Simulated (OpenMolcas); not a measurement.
# Ionisation energies of thallium

```json
{
 "Program": "OpenMolcas",
 "Basis": "ANO-RCC-VQZP [9s8p6d4f3g]",
 "Scalar Hamiltonian": "DKH2, point nucleus",
 "Spin-orbit coupling": "RASSI with atomic mean-field integrals over the reference wave functions, term energies averaged over their components"
}
```

Active shells in each charge state: the valence s, p shells, with orbitals averaged over the low states. Where CASPT2's correlated closed shells are named, they are those of the first ion.

A. CASSCF
B. SS-CASPT2, IPEA 0.25 Eh, imaginary shift 0.1 Eh (closed shells correlated: 5d)
C. SS-CASPT2, IPEA 0 Eh, imaginary shift 0.1 Eh (closed shells correlated: 5d)
D. SS-CASPT2, IPEA 0.25 Eh, imaginary shift 0.1 Eh (closed shells correlated: none)
E. SS-CASPT2, IPEA 0.25 Eh, imaginary shift 0.1 Eh (closed shells correlated: 4f 5s 5p 5d)

Energies in eV between the lowest computed levels (charge -1 gives the electron affinity), named as in B; reference values from the NIST Atomic Spectra Database with their kind.

```
             From                 To       A       B       C       D       E  Spin-orbit share in B          Reference
  Tl- 6s2 6p2 3P0  Tl 6s2 6p 2P* 1/2  -0.470   0.050   0.148  -0.094   0.056                 -0.091                   
Tl 6s2 6p 2P* 1/2        Tl+ 6s2 1S0   5.117   6.020   6.112   5.638   6.068                 +0.596   6.108 (measured)
      Tl+ 6s2 1S0     Tl2+ 6s 2S 1/2  19.023  20.145  20.149  19.087  20.307                 +0.000  20.428 (measured)
   Tl2+ 6s 2S 1/2      Tl3+ 5d10 1S0  28.095  29.670  29.748  28.095  29.938                 +0.000  29.852 (measured)
```

Error against the reference values, in %:

```
From  Reference      A     B     C     D     E
  Tl   measured  -16.2  -1.4  +0.1  -7.7  -0.7
 Tl+   measured   -6.9  -1.4  -1.4  -6.6  -0.6
Tl2+   measured   -5.9  -0.6  -0.3  -5.9  +0.3
```

Mean absolute error over the 3 measured values: A 1.38 eV, B 0.18 eV, C 0.13 eV, D 1.19 eV, E 0.08 eV. E lies closest.

No diffuse functions were added, so the electron affinity comes out too small, and without dynamic correlation a bound anion can come out unbound.

* marks odd parity.
